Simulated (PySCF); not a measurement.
Electronic structure of Cu(2+) (copper, charge +2) at the UHF level

Configuration: [Ar] 3d8 4p1, one real determinant (an excited configuration). All numbers are calculated (PySCF 2.14, scalar relativity by spin-free X2C-1e, in aug-cc-pwCVTZ-DK with one added diffuse shell each of s, p, d, f, g type (11s10p8d5f4g, 152 functions)).

* Total energy: -1651.802086 hartree
* One-electron energy: -2270.3535 hartree
* Hartree (Coulomb) energy: 684.3448 hartree
* Exchange energy: -65.7934 hartree
* ⟨S²⟩: 3.7519
* ⟨L²⟩: 14.024
* Sum of ⟨r⟩: 17.15 bohr
* Sum of ⟨r²⟩: 21.01 bohr²
* Traceless quadrupole moment −½Σ⟨3z² − r²⟩ along its main axis: -3.31 e·bohr²
* Langevin diamagnetic susceptibility: -16.6 ×10⁻⁶ cm³/mol

```
shell  electrons  mean orbital energy (eV)  spread (eV)  rms radius, mean of both spins (bohr)
 1s α          1                   -9083.5            0                                 0.0601
 1s β          1                   -9083.5            0                                 0.0601
 2s α          1                   -1172.3            0                                  0.254
 2s β          1                   -1170.0            0                                  0.254
 2p α          3                   -1012.9        0.088                                  0.228
 2p β          3                   -1010.6        0.124                                  0.228
 3s α          1                   -179.48            0                                  0.757
 3s β          1                   -173.48            0                                  0.757
 3p α          3                   -130.66        0.081                                  0.799
 3p β          3                   -123.45        0.422                                  0.799
 3d α          5                   -51.084        1.878                                  0.956
 3d β          3                   -48.184        0.318                                  0.956
 4p α          1                   -21.111            0                                   2.87
```

⟨L²⟩ = 14.02 against 20 for a pure G term, so this real determinant mixes terms.

Densities and radii are taken from the X2C orbitals without a picture-change correction, which distorts them close to the nucleus.

Spin-orbit constants ζ (cm⁻¹) from the X2C one-electron operator on these orbitals: bare nucleus, nucleus screened by l(l+1)(2l+1)/3 electrons, and screened by the Breit-Pauli mean field of the electrons.

```
shell    bare  screened nucleus  mean field
   2p  115100            107200         n/a
   3p   14840             13820         n/a
   3d    1524             998.2         n/a
   4p   867.7             807.9         n/a
```

To first order the Landé constant is A = -182.2 cm⁻¹, so the lowest level has J = 11/2 and lies 0.136 eV below the centre of the term. This holds in LS coupling only.
